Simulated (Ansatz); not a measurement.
C₂H₂GeN₂⁺, that is Ge(CN)2H2 with one electron fewer. Charge 1, multiplicity 2. Geometry r2SCAN-D4/def2-SVP, that of the neutral singlet.

Cartesian coordinates in Å:
```
Ge -0.407 -0.260 -0.377
C 0.087 -0.860 1.374
N 0.355 -1.253 2.436
C 0.629 1.315 -0.717
N 1.245 2.274 -0.952
H -1.883 0.113 -0.371
H -0.026 -1.329 -1.391
```

At LDA (SPW92)/def2-TZVP the gap within one spin of the charge 1 doublet nearly closes, so an electron or hole may be smeared out by delocalisation error.

Problem. Estimate the α-spin orbital energies around the gap (eV) in Ansatz with LDA (SPW92)/def2-TZVP, r2SCAN-D4/def2-TZVP, PBE0-D4/def2-TZVP, CAM-B3LYP-D4/def2-TZVP, ωB97M-V/def2-TZVP.

Solution. 
```json
{"orbital": "HOMO−5", "LDA (SPW92)/def2-TZVP": "-15.85", "r2SCAN-D4/def2-TZVP": "-16.12", "PBE0-D4/def2-TZVP": "-17.21", "CAM-B3LYP-D4/def2-TZVP": "-18.69", "ωB97M-V/def2-TZVP": "-19.67"}
{"orbital": "HOMO−4", "LDA (SPW92)/def2-TZVP": "-15.55", "r2SCAN-D4/def2-TZVP": "-15.86", "PBE0-D4/def2-TZVP": "-17.16", "CAM-B3LYP-D4/def2-TZVP": "-18.61", "ωB97M-V/def2-TZVP": "-19.51"}
{"orbital": "HOMO−3", "LDA (SPW92)/def2-TZVP": "-15.44", "r2SCAN-D4/def2-TZVP": "-15.72", "PBE0-D4/def2-TZVP": "-17.00", "CAM-B3LYP-D4/def2-TZVP": "-18.54", "ωB97M-V/def2-TZVP": "-19.41"}
{"orbital": "HOMO−2", "LDA (SPW92)/def2-TZVP": "-15.39", "r2SCAN-D4/def2-TZVP": "-15.67", "PBE0-D4/def2-TZVP": "-16.74", "CAM-B3LYP-D4/def2-TZVP": "-18.15", "ωB97M-V/def2-TZVP": "-18.97"}
{"orbital": "HOMO−1", "LDA (SPW92)/def2-TZVP": "-15.12", "r2SCAN-D4/def2-TZVP": "-15.40", "PBE0-D4/def2-TZVP": "-16.61", "CAM-B3LYP-D4/def2-TZVP": "-18.07", "ωB97M-V/def2-TZVP": "-18.90"}
{"orbital": "HOMO", "LDA (SPW92)/def2-TZVP": "-15.06", "r2SCAN-D4/def2-TZVP": "-15.32", "PBE0-D4/def2-TZVP": "-16.53", "CAM-B3LYP-D4/def2-TZVP": "-17.97", "ωB97M-V/def2-TZVP": "-18.88"}
{"orbital": "LUMO", "LDA (SPW92)/def2-TZVP": "-8.45", "r2SCAN-D4/def2-TZVP": "-8.20", "PBE0-D4/def2-TZVP": "-7.34", "CAM-B3LYP-D4/def2-TZVP": "-6.15", "ωB97M-V/def2-TZVP": "-5.09"}
{"orbital": "LUMO+1", "LDA (SPW92)/def2-TZVP": "-8.42", "r2SCAN-D4/def2-TZVP": "-8.02", "PBE0-D4/def2-TZVP": "-7.18", "CAM-B3LYP-D4/def2-TZVP": "-6.00", "ωB97M-V/def2-TZVP": "-4.97"}
{"orbital": "LUMO+2", "LDA (SPW92)/def2-TZVP": "-7.93", "r2SCAN-D4/def2-TZVP": "-7.46", "PBE0-D4/def2-TZVP": "-6.67", "CAM-B3LYP-D4/def2-TZVP": "-5.52", "ωB97M-V/def2-TZVP": "-4.55"}
{"orbital": "LUMO+3", "LDA (SPW92)/def2-TZVP": "-7.63", "r2SCAN-D4/def2-TZVP": "-7.34", "PBE0-D4/def2-TZVP": "-6.36", "CAM-B3LYP-D4/def2-TZVP": "-5.06", "ωB97M-V/def2-TZVP": "-3.89"}
{"orbital": "LUMO+4", "LDA (SPW92)/def2-TZVP": "-6.71", "r2SCAN-D4/def2-TZVP": "-6.08", "PBE0-D4/def2-TZVP": "-5.45", "CAM-B3LYP-D4/def2-TZVP": "-4.51", "ωB97M-V/def2-TZVP": "-3.61"}
{"orbital": "LUMO+5", "LDA (SPW92)/def2-TZVP": "-5.54", "r2SCAN-D4/def2-TZVP": "-4.83", "PBE0-D4/def2-TZVP": "-4.31", "CAM-B3LYP-D4/def2-TZVP": "-3.28", "ωB97M-V/def2-TZVP": "-2.43"}
{"orbital": "β HOMO", "LDA (SPW92)/def2-TZVP": "-14.83", "r2SCAN-D4/def2-TZVP": "-15.02", "PBE0-D4/def2-TZVP": "-15.55", "CAM-B3LYP-D4/def2-TZVP": "-16.47", "ωB97M-V/def2-TZVP": "-17.14"}
{"orbital": "β LUMO", "LDA (SPW92)/def2-TZVP": "-14.84", "r2SCAN-D4/def2-TZVP": "-14.64", "PBE0-D4/def2-TZVP": "-14.21", "CAM-B3LYP-D4/def2-TZVP": "-13.56", "ωB97M-V/def2-TZVP": "-12.87"}
```
